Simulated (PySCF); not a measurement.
Scandium: a sound run and one with changed settings

Sound run: Sc²⁺ [Ar] 3d1, Sc³⁺ [Ar]. All numbers are calculated (PySCF 2.14, the non-relativistic Hamiltonian (point nucleus), in def2-SVP (5s3p2d1f, 31 functions)). The sound run starts from symmetry-adapted Hartree-Fock orbitals and uses a fine grid where one is needed.

Changed run: radial step 1.2 in ln r (0.13 in the sound run). This setting is unsound on purpose.

```tsv
species	method	sound run (hartree)	changed run (hartree)	converged
Sc²⁺	UHF	-758.98630	-758.98630	yes
Sc²⁺	LDA	-757.82963	-753.54383	yes
Sc²⁺	PBE	-759.56314	-755.48535	yes
Sc³⁺	UHF	-758.08880	-758.08880	yes
Sc³⁺	LDA	-756.87252	-752.47404	yes
Sc³⁺	PBE	-758.60634	-754.44125	yes
```

Ionisation energy of Sc²⁺:

```csv
method,sound run (eV),changed run (eV)
UHF,24.422,24.422
LDA,26.044,29.110
PBE,26.036,28.411
```

A coarse radial grid mis-integrates the density and the exchange-correlation energy, with errors of either sign; Hartree-Fock needs no grid.

For comparison, NIST gives 24.757 eV between the lowest levels.
